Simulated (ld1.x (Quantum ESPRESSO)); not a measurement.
**Before and after: PAW potential for H (Z = 1)**

- Element: hydrogen (H)
- Generator: ld1.x (Quantum ESPRESSO) 7.5
- Type: PAW
- Functional: LDA (PZ)
- Relativity: scalar-relativistic
- Frozen core: none
- Valence charge: 1
- Reference configuration: 1s1
- Partial waves: 1s (bound): rcut 0.90, rcutus 1.20 bohr; 1s channel at 0.7 Ry: rcut 0.90, rcutus 1.20 bohr
- Local potential: all-electron potential smoothed inside 1.20 bohr (lloc = -1)
- Core correction: none
- Augmentation charge: BESSEL, radius 0.75 bohr

Change: type ultrasoft; local potential all-electron potential smoothed inside 1.00 bohr (lloc = -1); augmentation built from norm-conserving waves at rcut, not smoothed further.

Cutoffs: the cutoffs (Ry, on a coarse ladder) from which the occupation-weighted sum of valence levels, in a spherical-Bessel basis at the reference potential, stays within 10 and 1 mRy of its value at 400 Ry; they do not see the model core or the augmentation charge, which bear on the density cutoff. Errors are all-electron minus pseudo energies relative to the spin-unpolarised reference configuration.

Problem. Predict the effect on cutoff, ghosts and configuration errors.

Solution. The potential gets neither clearly harder nor softer (15 Ry and 25 Ry → 15 Ry and 25 Ry); of the 3 tests that both files solve, the error grows in 2 and shrinks in 0 by more than 15 % and 0.3 meV (median size 0.0 → 0.4 meV); neither file shows a bound ghost. Several settings change at once here, so the effects cannot be laid on one of them.

| quantity | base | changed |
| --- | --- | --- |
| cutoff, loose | 15 Ry | 15 Ry |
| cutoff, tight | 25 Ry | 25 Ry |
| bound ghosts | none | none |
| error for 1s0.5, meV [ΔE 4.64 eV] | 0.0 | +0.3 |
| error for 1s1 (spin-polarised), meV [ΔE -0.90 eV] | 0.0 | -1.3 |
| error for 1s0.5 (spin-polarised), meV [ΔE 4.26 eV] | 0.0 | -0.4 |
| s: phases at 1.29 bohr within 0.05 rad from the reference energy up to (Ry; the scan ends near 5) | to the end of the scan | to the end of the scan |
| lowest overlap eigenvalue by channel | s 0.99 | s 0.99 |
